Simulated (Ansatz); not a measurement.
`C#[C][Ge]([Cl])([Cl])[Cl]` at its PBE0-D4/def2-TZVP geometry, where that method's forces vanish. The species carries charge 0 and has multiplicity 1.

```xyz
7

C    -0.4249   -1.9911    0.4815
C    -0.1804   -0.8465    0.2037
Ge    0.2002    0.9368   -0.2269
Cl    2.2654    1.3354    0.0527
Cl   -0.9190    2.2451    1.0134
Cl   -0.2995    1.3261   -2.2520
H    -0.6418   -3.0060    0.7276
```

**Question.** What forces (eV/Å) does PBE-D4/def2-TZVPP give on these atoms in the Gaussian-basis code of Ansatz? (Estimate.)

**Answer.** Ansatz gave: 
```
C1  -0.193 -0.904  0.219
C2   0.187  0.869 -0.211
Ge3 -0.033 -0.150  0.036
Cl4  0.402  0.069  0.057
Cl5 -0.221  0.248  0.245
Cl6 -0.099  0.067 -0.394
H7  -0.043 -0.199  0.048
```
